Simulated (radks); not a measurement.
Values are calculated unless marked as measured or tabulated.
Task: The technetium ion Tc+, [Kr] 4d5 5s1. Level of theory: non-relativistic Kohn-Sham, LDA (Slater exchange, Perdew-Wang correlation), spin-polarised, spherical densities, point nucleus (a radial shooting solver on a logarithmic mesh with Libxc functionals). Every spin shell is full or empty, so the densities are truly spherical. Functionals are evaluated on that one density, not self-consistently. Rank these exchange functionals by their error against the exact value of the orbitals, and give that value: LDA, B88, revPBE, PW86, AM05, SOGGA, G96, revTPSS, MS2.

Result: Exact: -124.130 hartree. From best to worst, with 100 (|E| - |E exact|)/|E exact| (equal figures are ties): B88 +0.06, PW86 -0.08, revPBE -0.25, G96 +0.36, MS2 -0.51, revTPSS -0.86, SOGGA -2.38, AM05 -4.76, LDA -5.14.
